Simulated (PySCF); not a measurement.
C₄H₉BrOSi.
Numbering: `[Br:1][SiH:2]1[CH2:3][CH2:4][O:5][CH2:6][CH2:7]1` (hydrogens: H8 on Si2; H9, H10 on C3; H11, H12 on C4; H13, H14 on C6; H15, H16 on C7)

Cartesian coordinates in Å at the PBE0-D3(BJ)/def2-SVP level; atoms count from 1:
```
atom  x, y, z in Å
Br1    0.8832   -0.4137    3.1446
Si2    0.3572   -1.0867    1.0677
C3    -1.3761   -0.4919    0.6633
C4    -1.3397    1.0025    0.3262
O5    -0.4244    1.3196   -0.6904
C6     0.9271    1.2669   -0.3144
C7     1.4485   -0.1637   -0.1475
H8     0.5170   -2.5679    1.0353
H9    -1.7322   -1.0583   -0.2151
H10   -2.0787   -0.6875    1.4888
H11   -2.3247    1.3367   -0.0344
H12   -1.1121    1.5855    1.2425
H13    1.0872    1.8354    0.6249
H14    1.4856    1.7870   -1.1080
H15    1.3951   -0.6882   -1.1178
H16    2.5029   -0.1639    0.1709
```

Level: CAM-B3LYP/def2-SVPD in PySCF, non-relativistic, on one gas-phase PBE0-D3(BJ)/def2-SVP geometry that isn't relaxed in the solvent. The solvent is an IEF-PCM continuum (van der Waals radii × 1.2), and excitations are vertical TDDFT with non-equilibrium linear response and a frozen core. The model holds no explicit solvent molecules, cavitation or dispersion. Spin–orbit coupling is left out although an atom past zinc is present.

Gas-phase singlets (H = HOMO, L = LUMO):

| state | E (eV) | λ (nm) | f | leading configuration |
| --- | --- | --- | --- | --- |
| S1 | 6.950 | 178 | 0.019 | H-1→L 76% |
| S2 | 6.979 | 178 | 0.015 | H→L 47% |
| S3 | 7.300 | 170 | 0.012 | H→L+1 43% |
| S4 | 7.586 | 163 | 0.010 | H→L+1 42% |
| S5 | 7.748 | 160 | 0.034 | H-1→L+1 74% |

Problem. What are the lowest 5 singlets in acetone (ε = 20.49)?

Solution. 
```
state  E (eV)  λ (nm)      f  leading configuration  change by rank (eV)
   S1   6.976     178  0.030              H-1→L 74%               +0.026
   S2   7.022     177  0.020                H→L 51%               +0.043
   S3   7.319     169  0.020              H→L+1 43%               +0.019
   S4   7.653     162  0.012              H→L+1 38%               +0.067
   S5   7.786     159  0.036            H-1→L+1 77%               +0.038
```

Problem. Give the list for methanol (ε = 32.61), n² = 1.77.

Solution. 
| state | E (eV) | λ (nm) | f | leading configuration | change by rank (eV) |
| --- | --- | --- | --- | --- | --- |
| S1 | 6.978 | 178 | 0.029 | H-1→L 74% | +0.028 |
| S2 | 7.025 | 177 | 0.019 | H→L 51% | +0.046 |
| S3 | 7.320 | 169 | 0.020 | H→L+1 43% | +0.020 |
| S4 | 7.656 | 162 | 0.012 | H→L+1 38% | +0.070 |
| S5 | 7.788 | 159 | 0.035 | H-1→L+1 77% | +0.040 |

Problem. How do the frontier levels move from gas to methanol?

Solution. 
```csv
orbital,gas (eV),solvent (eV),change (eV),"Löwdin shares, gas","Löwdin shares, solvent"
LUMO+2,1.58,1.80,+0.22,"Br1 28 %, Si2 17 %, H8 9 %, H16 8 %","Br1 42 %, Si2 13 %, H8 7 %, H16 6 %"
LUMO+1,1.17,1.39,+0.22,"Si2 25 %, Br1 11 %, H8 10 %, C3 7 %","Si2 23 %, Br1 16 %, H8 10 %, O5 7 %"
LUMO,0.93,0.93,0.00,"Br1 52 %, Si2 18 %, H8 4 %, C3 4 %","Br1 59 %, Si2 16 %"
HOMO,-9.02,-8.93,+0.09,"O5 46 %, C7 8 %, C3 8 %, Br1 8 %","O5 45 %, C7 9 %, C3 8 %, C4 8 %"
HOMO-1,-9.33,-9.24,+0.09,"Br1 52 %, C3 12 %, C7 12 %, Si2 11 %","Br1 39 %, C3 15 %, C7 15 %, Si2 13 %"
HOMO-2,-9.68,-9.72,-0.04,"Br1 71 %, O5 10 %, Si2 8 %","Br1 66 %, Si2 9 %, O5 9 %, H8 4 %"
HOMO-3,-10.21,-10.09,+0.12,"O5 32 %, C6 12 %, C4 12 %, Br1 6 %","O5 29 %, C6 12 %, C4 11 %, Br1 10 %"
```

The HOMO–LUMO gap goes from 9.96 to 9.86 eV.
